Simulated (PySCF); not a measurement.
Computed spin Hamiltonian

Compound: CH5O2Si2 (doublet state).
Z-matrix (Å and degrees, GFN2-xTB geometry), rows numbered from 1:
```
O 
C   1  1.1761
Si  2  1.8838  1  139.96
O   3  1.6152  2  103.40  1  -134.13
Si  4  1.6218  3  164.64  2   -73.89
H   3  1.4620  2  101.42  1   110.54
H   3  1.4614  2  122.81  1   -18.09
H   5  1.4606  4  107.99  3    49.72
H   5  1.4603  4  104.68  3   169.85
H   5  1.4616  4  106.33  3   -70.69
```

The hyperfine couplings belong to this conformer and change with its torsions.

The species is `O=[C][SiH2]O[SiH3]` [radical].

Level of theory: PySCF, UKS B3LYP, pcH-1 on C H O Si, non-relativistic, mean-field spin-orbit, GIAO. Geometry: GFN2-xTB, one conformer, isolated molecule. A GFN2-xTB geometry isn't a minimum of the functional, and hyperfine couplings can be far from their values at a DFT geometry. Stability of the SCF solution: not tested.

* g1, g2, g3: 1.99026, 2.00182, 2.00483
* g_iso: 1.99897
* Form of g: rhombic: the two nearest values differ by 21 % of g3 − g1
* ⟨S²⟩: 0.7528 (exact 0.7500)
* α and β electrons: 28, 27
* HOMO–LUMO gap, α and β orbitals: 3.23, 6.66 eV
* Basis functions: 195

Isotropic coupling and dipolar principal values T1 to T3, in G; ρ(0) is the spin density at the nucleus (MHz turned into gauss with g_iso; 10 G = 1 mT):

| atom | isotope | a_iso | of which spin–orbit | T1 | T2 | T3 | Mulliken spin population | ρ(0) (bohr⁻³) |
| --- | --- | --- | --- | --- | --- | --- | --- | --- |
| O1 | 17O | -10.0 | 0.2 | -39.8 | 19.2 | 20.6 | 0.26 | 0.0473 |
| C2 | 13C | 71.0 | -0.2 | -15.7 | -15.6 | 31.3 | 0.54 | 0.1772 |
| Si3 | 29Si | -72.7 | 0.1 | -16.3 | 7.3 | 8.9 | 0.15 | 0.2291 |
| O4 | 17O | 0.1 | 0.0 | -0.4 | 0.1 | 0.3 | 0.00 | -0.0004 |
| Si5 | 29Si | -0.3 | 0.0 | -0.1 | 0.0 | 0.1 | 0.00 | 0.0010 |
| H6 | 1H | -2.0 | 0.0 | -1.5 | -1.0 | 2.5 | 0.00 | -0.0013 |
| H7 | 1H | 29.9 | 0.0 | -1.6 | -0.4 | 1.9 | 0.05 | 0.0187 |
| H8 | 1H | 0.3 | 0.0 | -0.5 | -0.4 | 0.8 | 0.00 | 0.0002 |
| H9 | 1H | 0.0 | 0.0 | -0.3 | -0.2 | 0.5 | 0.00 | 0.0000 |
| H10 | 1H | 0.3 | 0.0 | -0.2 | -0.2 | 0.4 | 0.00 | 0.0002 |

The Mulliken spin populations are largest on C2 (+0.54), O1 (+0.26) and Si3 (+0.15).

The SMILES `O=[C][SiH2]O[SiH3]` draws the unpaired electron on C2, whose computed spin population is only +0.54.

Axes: g1 points within 10° of the O1–C2 bond and g2 points within 10° of the Si3–H7 bond.

Under fast tumbling the dipolar parts average out, and these isotropic splittings remain: 2 × 1H (H6/H7, I = 1/2, 3 lines) with 1.39 mT.

Class means assume fast exchange of nuclei equivalent by connectivity; if that motion is slow, each nucleus keeps its own coupling. The 1H value of +39.0 MHz is a mean of couplings from -5.7 to 83.7 MHz in this one geometry, not an average over conformers.

The 13C coupling of C2 (198.7 MHz) shows only in satellite lines or after enrichment, since that isotope makes up about 1.07 % of natural carbon.

The 29Si coupling of Si3 (-203.3 MHz) shows only in satellite lines or after enrichment, since that isotope makes up about 4.7 % of natural silicon.
